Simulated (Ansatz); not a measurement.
CH$_{3}$AlFN, SMILES `N=[C](F)[AlH2]`, relaxed with RKS PBE-D4/def2-SVP in the Gaussian-basis code of Ansatz from a rough embedded geometry. The force threshold is 0.03 eV/Å; the program also tests the step.

Total charge 0; spin multiplicity 1.

Start:

```xyz
7

N     0.684   -1.320    0.973
C    -0.316   -0.760    0.346
F    -1.495   -1.378    0.390
Al   -0.231    0.977   -0.575
H     1.640   -0.828    0.899
H    -1.483    1.594   -1.334
H     1.200    1.715   -0.699
```

```tsv
step	energy (eV)	largest force (eV/Å)	largest move (Å)
1	-11872.8186	2.226	0.000
2	-11872.9513	0.854	0.093
3	-11872.9847	0.543	0.055
4 (rejected)	-11872.9828	0.549	0.041
5	-11872.9933	0.078	0.020
6	-11872.9939	0.153	0.028
7	-11872.9952	0.087	0.017
8	-11872.9956	0.036	0.016
9	-11872.9957	0.004	0.008
```

End:

```xyz
7

N     0.687   -1.357    0.975
C    -0.248   -0.748    0.366
F    -1.474   -1.355    0.386
Al   -0.217    0.988   -0.633
H     1.564   -0.817    0.899
H    -1.527    1.590   -1.315
H     1.214    1.698   -0.678
```

Run time 12 s (2 threads of a server CPU on a shared host); peak host memory 0.16 GiB.
